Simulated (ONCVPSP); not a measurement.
# Transferability test, ONCV potential for Br

- Element: Br (Z = 35)
- Generator: ONCVPSP 4.0.1
- Type: optimised norm-conserving Vanderbilt (ONCV)
- Functional: PBEsol
- Relativity: scalar-relativistic
- Frozen core: [Ne]
- Valence charge: 25
- Reference configuration: 3s2 3p6 3d10 4s2 4p5
- Partial waves: 3s+4s: rc 0.90 bohr, ncon 4, nbas 7, qcut 10.1 1/bohr, 3 projectors, debl 1 Ha; 3p+4p: rc 0.95 bohr, ncon 5, nbas 8, qcut 17.3 1/bohr, 2 projectors; 3d: rc 0.60 bohr, ncon 5, nbas 10, qcut 28.7 1/bohr, 3 projectors, debl 3.6 Ha
- Local potential: polynomial inside 0.40 bohr (lpopt 5, dvloc0 0 Ha)
- Core correction: none

Energies are relative to the spin-unpolarised reference configuration 3s2 3p6 3d10 4s2 4p5; without spin polarisation the order of configurations can differ from experiment.

(1) Give the all-electron excitation energy and the error of the potential for: 3s2 3p6 3d10 4s2 4p4; 3s2 3p6 3d10 4s2 4p3; 3s2 3p6 3d10 4s2 4p2; 3s2 3p6 3d9 4s2 4p6.

Levels in the configuration 3s2 3p6 3d9 4s2 4p6:

```json
{"level": "3s", "all-electron (eV)": "-250.354", "pseudo (eV)": "-250.631"}
{"level": "3p", "all-electron (eV)": "-185.755", "pseudo (eV)": "-185.755"}
{"level": "3d", "all-electron (eV)": "-79.051", "pseudo (eV)": "-78.734"}
{"level": "4s", "all-electron (eV)": "-22.360", "pseudo (eV)": "-22.376"}
{"level": "4p", "all-electron (eV)": "-9.155", "pseudo (eV)": "-9.152"}
```

Note: ghosts flagged at negative energy: s at -1648.8 eV; GHOST(+) flags only above 600 eV. A true bound ghost makes a file unfit for plane-wave use.

## Answers

(1)

```
valence configuration  charge  ΔE all-electron (eV)  error AE − PS (meV)
 3s2 3p6 3d10 4s2 4p4      +1                12.554                 -0.8
 3s2 3p6 3d10 4s2 4p3      +2                35.325                 -2.5
 3s2 3p6 3d10 4s2 4p2      +3                69.334                 -4.8
  3s2 3p6 3d9 4s2 4p6       0                64.315                 +244
```
